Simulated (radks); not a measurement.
Results of a calculation; reference values are marked as such.
Ionisation of neutral praseodymium, [Xe] 4f3 6s2, to [Xe] 4f3 6s1 as the strength of local exchange is varied. Level of theory: scalar-relativistic Kohn-Sham, Slater X-alpha exchange (alpha = 2/3 is LDA exchange), no correlation, spin-polarised, spherical densities, finite nucleus; open shells are filled with parallel spins first (spin-orbit coupling, left out, can overturn this in heavy ions); Fermi nuclear charge, rms radius 4.8919 fm (a radial shooting solver on a logarithmic mesh with Libxc functionals).

alpha  E(Pr) (hartree)  exchange (hartree)  IE (eV)  -e of the level emptied (eV)  <r> of it (bohr)
0.666       -9224.2482           -203.0397    4.575                    2.676 (6s)             4.667
0.667       -9224.5540           -203.3515    4.578                    2.680 (6s)             4.666
0.81        -9268.3973           -248.1420    5.132                    3.264 (6s)             4.479
0.852       -9281.3144           -261.3733    5.305                    3.448 (6s)             4.424
0.898       -9295.4823           -275.9044    5.498                    3.655 (6s)             4.366
0.948       -9310.9066           -291.7462    5.713                    3.886 (6s)             4.304

NIST Atomic Spectra Database: 5.470 eV (semi-empirical). The Delta-SCF value meets it near alpha = 0.89. Open shells are spherical and high-spin; term and fine-structure splittings are not resolved. Spin-orbit splitting is averaged out at the scalar-relativistic level.
